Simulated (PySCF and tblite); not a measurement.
Computed ¹H and ¹³C shifts (ppm) of 5 molecules with 7 carbons each, averaged over conformers at 298.15 K: GIAO PBE0/pcSseg-1 on GFN2-xTB geometries, unscaled, against TMS (¹H), TMS (¹³C) at the same level; H on other atoms than carbon is left out (PySCF, tblite).

P. ¹H: 3.02 (1H), 2.48 (1H), 2.44 (1H), 2.32 (1H), 2.16 (1H), 2.13 (1H), 2.05 (1H), 1.60 (1H) ¹³C: 220.7 (1C), 92.0 (1C), 76.4 (1C), 48.2 (1C), 39.8 (1C), 33.6 (1C), 29.1 (1C)
Q. ¹H: 6.03 (1H), 5.65 (1H), 5.54 (1H), 5.53 (1H), 5.50 (1H), 3.04 (2H), 3.00 (2H) ¹³C: 147.2 (1C), 145.4 (1C), 125.2 (1C), 123.3 (1C), 122.4 (1C), 46.2 (1C), 23.8 (1C)
R. ¹H: 9.82 (1H), 6.79 (1H), 6.68 (1H), 6.56 (1H), 2.52 (2H), 2.33 (2H) ¹³C: 195.5 (1C), 148.5 (1C), 147.6 (1C), 142.9 (1C), 131.9 (1C), 26.8 (1C), 20.5 (1C)
S. ¹H: 6.66 (1H), 2.43 (1H), 2.40 (1H), 2.18 (1H), 2.11 (1H), 2.01 (1H), 1.12 (3H) ¹³C: 194.7 (1C), 164.6 (1C), 132.5 (1C), 51.1 (1C), 36.1 (1C), 35.2 (1C), 23.1 (1C)
T. ¹H: 8.86 (1H), 8.84 (1H), 7.72 (1H), 7.37 (1H), 2.63 (2H), 1.21 (3H) ¹³C: 155.4 (1C), 153.2 (1C), 145.5 (1C), 140.9 (1C), 128.3 (1C), 32.0 (1C), 22.5 (1C)

The molecules:
1. C7H8O, SMILES C#C[C@@H]1CCC(=O)C1
2. C7H8O, SMILES O=CC1=CC=CCC1
3. C7H9FO, SMILES C[C@@H]1CC=C(F)C(=O)C1
4. C7H9N, SMILES C=CCC(=C)CC#N
5. C₇H₉N, SMILES CCc1cccnc1

Q: Which spectrum belongs to which molecule?

A: P is 1; Q is 4; R is 2; S is 3; T is 5.

Assigned:
1. [CH:1]#[C:2][C@@H:3]1[CH2:4][CH2:5][C:6](=[O:7])[CH2:8]1: ¹³C: 220.7 (C6), 92.0 (C2), 76.4 (C1), 48.2 (C8), 39.8 (C5), 33.6 (C4), 29.1 (C3) ppm.
2. [O:1]=[CH:2][C:3]1=[CH:4][CH:5]=[CH:6][CH2:7][CH2:8]1: ¹³C: 195.5 (C2), 148.5 (C4), 147.6 (C6), 142.9 (C3), 131.9 (C5), 26.8 (C7), 20.5 (C8) ppm.
3. [CH3:1][C@@H:2]1[CH2:3][CH:4]=[C:5]([F:6])[C:7](=[O:8])[CH2:9]1: ¹³C: 194.7 (C7), 164.6 (C5), 132.5 (C4), 51.1 (C9), 36.1 (C3), 35.2 (C2), 23.1 (C1) ppm.
4. [CH2:1]=[CH:2][CH2:3][C:4](=[CH2:5])[CH2:6][C:7]#[N:8]: ¹³C: 147.2 (C4), 145.4 (C2), 125.2 (C1), 123.3 (C5), 122.4 (C7), 46.2 (C3), 23.8 (C6) ppm.
5. [CH3:1][CH2:2][c:3]1[cH:4][cH:5][cH:6][n:7][cH:8]1: ¹³C: 155.4 (C8), 153.2 (C6), 145.5 (C3), 140.9 (C4), 128.3 (C5), 32.0 (C2), 22.5 (C1) ppm.

Unscaled shifts at such levels can be off by 15 ppm or more for ¹³C and 0.8 ppm for ¹H.

For scale, the study of C#C[C@@H]1CCC(=O)C1 took 84 s on 1 thread of Arm Neoverse V2, on a host shared with other jobs (rough), launched as `OMP_NUM_THREADS=1 python ens_run.py task.json out`.
